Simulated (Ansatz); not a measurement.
Consider the formal exchange of groups at the Si–C bond: `B[SiH2][CH]1[NH][AlH]1` + fluoromethane → `B[SiH2]CF` + `[CH2]1[NH][AlH]1`.

Calculated with Ansatz (gas phase, PBE0-D4/def2-TZVP geometries, no zero-point term in ΔE). CCSD(T)/CBS is the MP2 limit (def2-TZVPP, def2-QZVPP) plus CCSD(T) − MP2 in def2-TZVPP, frozen cores. This one scheme is used for every species. DFT in def2-TZVPP. One conformer a species, not always the lowest.

Q: Is it downhill or uphill in electronic energy at CCSD(T)/CBS, and by how much? (An estimate is asked.)

A: The calculation gave: Uphill: ΔE = +6.5 kcal/mol.

Q: What do these levels give: r2SCAN-D4, B2PLYP, PBE, r2SCAN, CCSD/def2-TZVPP, SCS-MP2/def2-QZVPP? (An estimate is asked.)

A: The calculation gave: r2SCAN-D4 6.4, B2PLYP 5.5, PBE 5.4, r2SCAN 6.1, CCSD/def2-TZVPP 5.8, SCS-MP2/def2-QZVPP 6.8 kcal/mol.

Largest T1 diagnostic among the species: 0.015.

In def2-TZVPP, CCSD(T) changes the Hartree–Fock value by +1.9 kcal/mol (the triples alone add +0.6 kcal/mol) and MP2 by +3.0 kcal/mol. The D4 term adds +1.7 kcal/mol with B3LYP and +1.0 kcal/mol with PBE0; it sums over pairs of atoms, weighted by their polarisabilities, and B3LYP, whose exchange is more repulsive, gets the larger term.

B3LYP here is the variant with VWN-RPA as its local correlation; programs differ in this.
